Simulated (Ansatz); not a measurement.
Compare A (`C[SiH]([AlH2])[GaH2]`) with its isomer B (`[SiH3][CH2][AlH][GaH2]`).

Program: Ansatz. Geometries: PBE0-D4/def2-TZVP. ΔE: electronic, gas phase. CCSD(T)/CBS is the MP2 limit (def2-TZVPP, def2-QZVPP) plus CCSD(T) − MP2 in def2-TZVPP, frozen cores. Functionals use def2-TZVPP. For Ga outer-core shells are correlated without core-valence functions, which leaves a few kJ/mol of doubt a bond. Scalar relativity is left out up to krypton. One conformer a species, not always the lowest.

A:

```xyz
12

C     0.024    0.456   -1.828
Si   -0.534    0.067   -0.062
Al    0.366    1.586    1.630
Ga   -0.007   -2.175    0.625
H    -0.428   -0.234   -2.544
H    -0.252    1.473   -2.114
H     1.109    0.365   -1.911
H    -2.026    0.176    0.038
H    -0.249    1.604    3.097
H     1.610    2.530    1.313
H     1.074   -3.035   -0.137
H    -0.687   -2.813    1.894
```

B:

Z-matrix (Å, degrees):
```
Si
C 1 1.852
H 1 1.486 2 111.7
H 1 1.488 2 117.2 3 -127.0
H 1 1.524 2 108.5 3 115.3
Al 2 1.979 1 105.0 3 -74.5
H 2 1.093 1 112.9 3 53.2
H 2 1.100 1 108.7 3 172.4
Ga 6 2.508 2 104.0 1 -24.4
H 6 1.593 2 120.9 1 155.2
H 9 1.579 6 123.5 2 96.9
H 9 1.581 6 121.1 2 -82.3
```

(1) Which is lower in electronic energy at CCSD(T)/CBS, and by how much? (An estimate is asked.)

(2) Give E(B) − E(A) in kcal/mol with BLYP-D4, LDA (SPW92), PBE-D4, HF/def2-TZVPP, CCSD(T)/def2-TZVPP, r2SCAN-D4, ωB97M-V. (Estimate.)

(3) Does the order hold for the free energy at 298.15 K (harmonic terms from PBE0-D4)? (An estimate is asked.)

Largest T1 diagnostic: 0.013.

Answers

(1) Computed: B, by 3.4 kcal/mol.

(2) Ansatz gave: BLYP-D4 -1.6, LDA (SPW92) -4.9, PBE-D4 -1.1, HF/def2-TZVPP -0.4, CCSD(T)/def2-TZVPP -3.2, r2SCAN-D4 -2.8, ωB97M-V -4.6. None reverses the order clearly.

(3) The calculation gave: Yes: G(B) − G(A) = -2.5 kcal/mol, for one conformer each.

From BLYP to BHLYP (50 % exact exchange), in def2-TZVPP and without D4, E(B) − E(A) moves by −2.0 kcal/mol. In def2-TZVPP, CCSD(T) changes the Hartree–Fock value by −2.7 kcal/mol (the triples alone add −0.3 kcal/mol) and MP2 by −3.9 kcal/mol.
